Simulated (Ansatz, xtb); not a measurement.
**Relaxing a trial structure of AlBNO−**

The starting geometry of this gas-phase singlet has its atoms placed at random.

```yaml
atoms:
  - { symbol: Al, position_ang: [1.3862, -0.0790, 0.2196] }
  - { symbol: B, position_ang: [-0.8854, -0.4900, -0.1862] }
  - { symbol: N, position_ang: [-1.4940, 0.6206, -1.0255] }
  - { symbol: O, position_ang: [0.1804, -1.5652, 0.6224] }
```

Problem. Guess where an optimisation with r2SCAN-D4/def2-SVPD ends from this start.

Solution. It ends as a structure given below by its coordinates. Distances that change by over a tenth: Al1–B2 (2.34 → 3.07 Å), B2–N3 (1.52 → 1.34 Å). Contacts that open: Al1–O4 (1.96 → 4.32 Å). Contacts that close: Al1–N3 (3.21 → 1.73 Å), B2–O4 (1.72 → 1.25 Å).

The energy falls by 4.68 eV over 20 steps:

```tsv
step	E − E(last) (eV)
1	4.684
3	2.316
5	1.942
7	1.579
9	1.428
12	0.750
14	0.328
16	0.149
18	0.010
20	0.000
```

Final geometry (Å):

```xyz
4

Al    0.9988    1.4576   -0.7187
B    -0.6199   -1.0146    0.1245
N     0.0878    0.0650   -0.2434
O    -1.2796   -2.0216    0.4678
```

From the same start GFN2-xTB ends elsewhere, differing in Al1–N3 (4.28 against 1.73 Å here), Al1–O4 (1.63 against 4.32 Å here).

From so rough a start the end depends on the optimiser's path, so another program may land elsewhere. No frequencies were run, so the end isn't proven a minimum. Run with Ansatz 0.2.0, 13 s on 2 threads of Intel(R) Xeon(R) 6975P-C (Granite Rapids), with other jobs on the host.
